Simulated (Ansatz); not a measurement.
`CB(Cl)CN` → B• + 2 C• + Cl• + 7 H• + N•  (atomization)

Gas-phase electronic energies from Ansatz, PBE0-D4/def2-TZVP geometries. CCSD(T)/CBS adds triple-zeta CCSD(T) − MP2 to the extrapolated MP2 energy (def2 sets, frozen cores). This one scheme is used for every species, atoms too. DFT in def2-TZVPP. B3LYP here is the variant with VWN-RPA as its local correlation; programs differ in this. No spin–orbit coupling; open shells (•) take unrestricted orbitals. Spin–orbit coupling would lower the free atoms: a little for B, C, Cl. One conformer a species, not always the lowest.

Q: What is ΔE at CCSD(T)/CBS? (Estimate.)

A: The calculation gave: +4498.6 kJ/mol.

Q: What do these levels give: PBE-D4, B3LYP-D4, ωB97X-V, r2SCAN, B3LYP, MP2/def2-TZVPP, SCS-MP2/def2-TZVPP, CCSD/def2-TZVPP, CCSD(T)/def2-TZVPP, MP2/def2-QZVPP, HF/CBS(def2), MP2/CBS(def2)? (An estimate is asked.)

A: Ansatz gave: PBE-D4 4614.0, B3LYP-D4 4521.8, ωB97X-V 4523.6, r2SCAN 4522.2, B3LYP 4485.0, MP2/def2-TZVPP 4454.3, SCS-MP2/def2-TZVPP 4435.8, CCSD/def2-TZVPP 4326.7, CCSD(T)/def2-TZVPP 4387.7, MP2/def2-QZVPP 4519.5, HF/CBS(def2) 3343.8, MP2/CBS(def2) 4565.2 kJ/mol.

Largest T1 diagnostic among the species: 0.014.

From PBE to PBE0 (25 % exact exchange), in def2-TZVPP and without D4, ΔE moves by −62.4 kJ/mol: exact exchange takes away binding that semilocal exchange gives to molecules. The D4 term adds +36.8 kJ/mol with B3LYP and +19.4 kJ/mol with PBE0; it sums over pairs of atoms, weighted by their polarisabilities, and B3LYP, whose exchange is more repulsive, gets the larger term.

For atomizations the MP2-based limit and the directly extrapolated one differ by several kJ/mol either way, and by 10 to 25 for some Ge, Se and Sn compounds, so smaller differences from it don't rank the levels.
